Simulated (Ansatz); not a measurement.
trisilylphosphine (H$_{9}$PSi$_{3}$), singlet, at a GFN2-xTB geometry, with bond 7-1 at 1.8 times its length; Ansatz (a quantum-chemistry and plane-wave program) with CASSCF(4,6)/6-31G.

Ansatz was given this input:
Ansatz 0.2 input:
```yaml
crystal:
  periodic: [false, false, false]
  atoms:
    - {symbol: Si, position_ang: [-0.72949057, 1.82091015, -0.42507005]}
    - {symbol: P, position_ang: [0.19515043, -0.17641820, -0.73604258]}
    - {symbol: Si, position_ang: [1.85955252, -0.16453641, 0.73725642]}
    - {symbol: Si, position_ang: [-1.27716965, -1.52306060, 0.24321206]}
    - {symbol: H, position_ang: [0.23420877, 2.81164323, -0.89764501]}
    - {symbol: H, position_ang: [-1.05261768, 2.08112431, 0.98109286]}
    - {symbol: H, position_ang: [-2.93392139, 1.86578546, -1.85777094]}
    - {symbol: H, position_ang: [2.83243506, 0.81915438, 0.26880416]}
    - {symbol: H, position_ang: [2.42421584, -1.51179338, 0.74462198]}
    - {symbol: H, position_ang: [1.41505132, 0.18875529, 2.08892958]}
    - {symbol: H, position_ang: [-0.68895982, -2.86009729, 0.24596686]}
    - {symbol: H, position_ang: [-2.49354916, -1.47622086, -0.56418650]}
    - {symbol: H, position_ang: [-1.58435856, -1.11851753, 1.61849175]}
basis:
  gaussian:
    orbitals: 6-31G
hamiltonian:
  xc: hf
magnetization: {spin_polarized: false}
correlation: {active_space: {window: {electrons: 4, orbitals: 6}}}
```

### Question
What does Ansatz print? Leave out banner, timings and long lists.

### Answer

```
Functional definition: HF
848 factors; integrals over basis functions are off by at most 1.7e-4 eV
mean field evaluation 1: about -32989.7033 eV, gradient 1.5e1 eV
mean field evaluation 2: about -32989.7124 eV, gradient 1.5e1 eV
mean field evaluation 4: about -32991.0112 eV, gradient 1.3e0 eV
mean field evaluation 8: about -32991.0228 eV, gradient 1.2e-2 eV
mean field -32991.02284290 eV, -1212.3977273580 hartree, gradient 1.7e-6 eV, S^2 0.000000; 0 other end points of the search recorded, 0 dependent functions left out
reference -32991.02284290 eV, -1212.3977273580 hartree; 33, 33 occupied and 37, 37 virtual orbitals, 848 factors
state -32992.87256883 eV, -1212.4657035323 hartree
2 active orbitals were swapped for others, from the solution at -32992.74236252 eV, -1212.4609185385 hartree to that at -32992.87256883 eV, -1212.4657035323 hartree; typed "places" are swapped only where nearly empty or full, and so, without "given_window_search", are "orbital_numbers", "shells" and a window whose orbitals a file names under [Active]
1 active orbitals were swapped for others, from the solution at -32992.87039839 eV, -1212.4656237700 hartree to that at -32992.87256883 eV, -1212.4657035323 hartree; typed "places" are swapped only where nearly empty or full, and so, without "given_window_search", are "orbital_numbers", "shells" and a window whose orbitals a file names under [Active]
Total energy: -32992.87256883 eV, -1212.4657035323 hartree
```
